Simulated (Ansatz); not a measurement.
Z-matrix (Å, degrees):
```
Ti
Si 1 3.411
O 1 1.756 2 110.9
F 1 1.772 2 112.5 3 -122.9
O 1 1.793 2 104.2 3 118.3
O 1 1.792 3 109.0 2 5.4
H 2 1.485 1 113.4 3 121.7
H 2 1.486 1 104.2 3 -119.4
H 2 1.487 1 111.3 3 -2.0
C 3 1.392 1 159.2 2 -20.1
H 5 0.957 1 133.1 2 -120.9
H 10 1.094 3 109.9 1 -105.2
H 10 1.094 3 109.8 1 135.3
H 10 1.094 3 110.6 1 15.2
```

Charge 0, multiplicity 1.

(1) List the B3LYP/def2-TZVPP orbital energies in eV (Ansatz). (Estimate.)

## Answers

(1) The calculation gave: Occupied: -4868.89, -1799.44, -670.68, -543.35, -521.13, -520.67, -520.57, -453.85, -453.84, -453.84, -278.60, -143.88, -99.24, -99.19, -99.18, -66.18, -42.21, -42.15, -42.08, -30.51, -27.58, -26.62, -26.24, -18.81, -14.82, -13.76, -13.32, -12.88, -12.84, -11.83, -11.76, -11.32, -11.22, -10.83, -10.58, -9.73, -9.37, -9.01, -8.72, -8.65, -8.46. Lowest empty: -1.76, -1.63, -0.86, -0.79, -0.60, -0.39, 0.57, 1.08.

B3LYP here is the variant with VWN-RPA as its local correlation; programs differ in this.
